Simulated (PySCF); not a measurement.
## Exercise with solution: chemical shift, span and skew from a shielding tensor

C₂Si, SMILES [C]1[C][Si]1 (connectivity only; charge and spin as stated), neutral, multiplicity 1. Atoms are numbered in the order given.

```xyz
3

Si     0.0000     0.0000    -0.7945
C      0.0000     0.6307     0.9269
C      0.0000    -0.6307     0.9269
```
Charge 0, spin multiplicity 1.

Geometry optimised at ωB97X-D3(BJ)/def2-TZVP.

GIAO shieldings from PBE/pcSseg-2 run with PySCF, non-relativistic, no solvent. The symmetric part of the tensor of C2 has the principal values -657.8, -194.9, 74.1 ppm. The same nucleus in TMS has σ = 181.4 ppm at this level (PySCF, at its B3LYP-D3(BJ)/def2-TZVP geometry).

Task: Work out the isotropic shielding, the ¹³C shift against TMS, the span and the skew.

Result: 
σ(iso) = (σ11 + σ22 + σ33)/3 = -259.5 ppm. δ = σ(ref) − σ(iso) = 181.4 − (-259.5) = 440.9 ppm.
Span Ω = σ33 − σ11 = 731.9 ppm. Skew κ = 3(σ(iso) − σ22)/Ω = -0.26. Tumbling in solution averages the tensor to δ; in a static solid the shielding alone would spread this spin-1/2 line over Ω.
